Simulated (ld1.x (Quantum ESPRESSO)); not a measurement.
# What one change does to a pseudopotential (copper (Cu), PAW)

| Item | Value |
| --- | --- |
| Element | copper |
| Generator | ld1.x (Quantum ESPRESSO) 7.5 |
| Type | PAW |
| Functional | PBE |
| Relativity | scalar-relativistic |
| Frozen core | [Ar] |
| Valence charge | 11 |
| Reference configuration | 3d10 4s0 4p1 |
| Partial waves | 4s (bound, empty): rcut 1.80, rcutus 2.40 bohr; 4s channel at 2.65 Ry: rcut 1.80, rcutus 2.40 bohr; 4p (bound): rcut 1.70, rcutus 2.20 bohr; 4p channel at 1.25 Ry: rcut 1.70, rcutus 2.20 bohr; 3d (bound): rcut 0.95, rcutus 1.15 bohr; 3d channel at 0.15 Ry: rcut 0.95, rcutus 1.15 bohr; 4f channel at -0.05 Ry: rcut 1.35, rcutus 1.80 bohr |
| Local potential | all-electron potential smoothed inside 2.30 bohr (lloc = -1) |
| Core correction | Bessel-smoothed model core inside 0.80 bohr |
| Augmentation charge | PSQ, inside the norm-conserving radii |

Change: core correction a·sin(br)/r model core, default radius (ld1.x builds one for every PAW set, though the input has nlcc=.false.).

Cutoffs: the cutoffs (Ry, on a coarse ladder) from which the occupation-weighted sum of valence levels, in a spherical-Bessel basis at the reference potential, stays within 10 and 1 mRy of its value at 400 Ry; they do not see the model core or the augmentation charge, which bear on the density cutoff. Errors are all-electron minus pseudo energies relative to the spin-unpolarised reference configuration.

Q: What does the change do?

A: The potential gets neither clearly harder nor softer (110 Ry and 180 Ry → 110 Ry and 180 Ry); of the 7 tests that both files solve, the error grows in 2 and shrinks in 1 by more than 15 % and 0.3 meV (median size 68.7 → 64.5 meV); neither file shows a bound ghost. A model core, the more so a compact one, raises the density cutoff, which this test does not measure.

```csv
quantity,base,changed
"cutoff, loose",110 Ry,110 Ry
"cutoff, tight",180 Ry,180 Ry
bound ghosts,none,none
"error for 3d10 4s1 4p0, meV [ΔE -4.14 eV]",-1.1,+1.2
"error for 3d10 4s0 4p0, meV [ΔE 4.01 eV]",-1.5,+1.3
"error for 3d9 4s0 4p0, meV [ΔE 25.34 eV]",-69,-98
"error for 3d10 4s0.5 4p0, meV [ΔE -0.97 eV]",0.0,+0.4
"error for 3d9 4s1 4p0, meV [ΔE 7.44 eV]",-70,-72
"error for 3d9 4s1 4p1, meV [ΔE 2.67 eV]",-76,-69
"error for 3d9 4s2 4p0, meV [ΔE -2.17 eV]",-81,-64
s: phases at 2.59 bohr within 0.05 rad from the reference energy up to (Ry; the scan ends near 5),4.3,4.3
p: phases at 2.59 bohr within 0.05 rad from the reference energy up to (Ry; the scan ends near 5),4.5,4.5
d: phases at 2.59 bohr within 0.05 rad from the reference energy up to (Ry; the scan ends near 5),to the end of the scan,to the end of the scan
f: phases at 2.59 bohr within 0.05 rad from the reference energy up to (Ry; the scan ends near 5),to the end of the scan,to the end of the scan
lowest overlap eigenvalue by channel,"s 0.63, p 0.64, d 1.00, f 0.96","s 0.63, p 0.64, d 1.00, f 0.96"
```
